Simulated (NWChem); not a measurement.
# YCl$_{3}$; SMILES [Y]([Cl])([Cl])[Cl]

```xyz
4

Y      0.0669     0.1958     0.1253
Cl     2.3893    -0.2031    -0.4978
Cl    -0.8354    -0.7891     2.1641
Cl    -1.3528     1.5831    -1.2891
```
Atoms are numbered in this order, from 1.

Structure relaxed at the PBE0/def2-SVP level. def2 effective core potentials on Y; no spin-orbit coupling.

Task: List the 4 lowest vertical singlet excitations from B3LYP/def2-SVP with def2 effective core potentials on Y, full TDDFT (NWChem).

Result: 
```
state  energy (eV)  oscillator strength  leading excitation (squared amplitude)
-----  -----------  -------------------  --------------------------------------
S1            4.45                0.000                      HOMO → LUMO (1.00)
S2            4.70                0.003                    HOMO−1 → LUMO (1.00)
S3            4.71                0.003                    HOMO−2 → LUMO (1.00)
S4            4.76                0.057                    HOMO−3 → LUMO (1.00)
```
